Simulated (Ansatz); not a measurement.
Br$_{2}$F$_{2}$Zr, SMILES `[F][Zr]([F])([Br])[Br]` at its PBE0-D4/def2-TZVP geometry, where that method's forces vanish. Total charge 0; spin multiplicity 1. Zr: def2 effective core potential.

```xyz
5

F    -1.9111   -0.4208   -0.0667
Zr   -0.0598   -0.0958   -0.0636
F     0.7797   -1.3909   -1.1364
Br    0.3858    2.1652   -0.9934
Br    0.8055   -0.2577    2.2601
```

Q: What forces (eV/Å) does r2SCAN-D4/def2-TZVPP give on these atoms in Ansatz? (Best estimate.)

A: Computed: 
```
F1  -0.128 -0.031 -0.006
Zr2  0.018  0.028  0.019
F3   0.050 -0.095 -0.077
Br4  0.019  0.117 -0.060
Br5  0.042 -0.020  0.124
```
